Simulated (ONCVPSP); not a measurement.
**Before and after: ONCV potential for Rh (Z = 45)**

ONCVPSP 4.0.1 input, shortened (lines: element, Z, core and valence counts, functional; n l f; lmax; l rc ep ncon nbas qcut; lloc lpopt rc5 dvloc0; l nproj debl; icmod fcfact rcfact), PBEsol, scalar-relativistic:

```
  Rh 45.00    6    3  -116133      upf
    1    0    2.00
    2    0    2.00
    2    1    6.00
    3    0    2.00
    3    1    6.00
    3    2   10.00
    4    0    2.00
    4    1    6.00
    4    2    8.00
    3
    0    0.95    0.00    4    7    6.40
    1    1.35    0.00    3    7    8.00
    2    2.20    0.00    4    9    8.00
    3    1.85    0.23    4    7    6.70
    4    5    0.95    4.00
    0    2    1.20
    1    2    1.40
    2    2    2.20
    3    2    3.10
    3    2.75    1.75
```

In the s channel the program set the typed energies aside and used -3.311, 0.250 Ha. In the p channel the program set the typed energies aside and used -2.135, 0.250 Ha.

Change: core correction Teter function, fcfact 3.75, rcfact 1.8.

Cutoffs: the cutoffs (Ha) at which the residual kinetic energy of the hardest occupied pseudo-wave falls to 1 and 0.1 mHa per electron; they do not see the model core or the augmentation charge, which bear on the density cutoff. Errors are all-electron minus pseudo energies relative to the spin-unpolarised reference configuration.

Q: Predict the effect on cutoff, ghosts and configuration errors.

A: The potential gets neither clearly harder nor softer (114 Ha and 136 Ha → 114 Ha and 136 Ha); the errors of the 4 common tests hardly move; neither file shows a bound ghost. A model core, the more so a compact one, raises the density cutoff, which this test does not measure.

```csv
quantity,base,changed
"cutoff, loose",114 Ha,114 Ha
"cutoff, tight",136 Ha,136 Ha
bound ghosts,none,none
GHOST(+) flags under 300 eV,s at 226.6 eV,s at 226.6 eV
"error for 4s2 4p6 4d8 5s1, meV [ΔE -7.46 eV]",+2.3,+2.1
"error for 4s2 4p6 4d7, meV [ΔE 19.51 eV]",+5.5,+5.1
"error for 4s2 4p6 4d6, meV [ΔE 52.00 eV]",+43,+40
"error for 4s2 4p6 4d8.5 5s0.5, meV [ΔE -8.09 eV]",+0.6,+0.5
s: phases at 0.96 bohr within 0.05 rad from the reference energy up to (Ha; the scan ends near 5),to the end of the scan,to the end of the scan
p: phases at 1.37 bohr within 0.05 rad from the reference energy up to (Ha; the scan ends near 5),4.7,4.7
d: phases at 2.23 bohr within 0.05 rad from the reference energy up to (Ha; the scan ends near 5),to the end of the scan,to the end of the scan
f: phases at 1.87 bohr within 0.05 rad from the reference energy up to (Ha; the scan ends near 5),to the end of the scan,to the end of the scan
"rms error of d²Exc/dni dnj with the model core, mHa",2.50,4.12
```
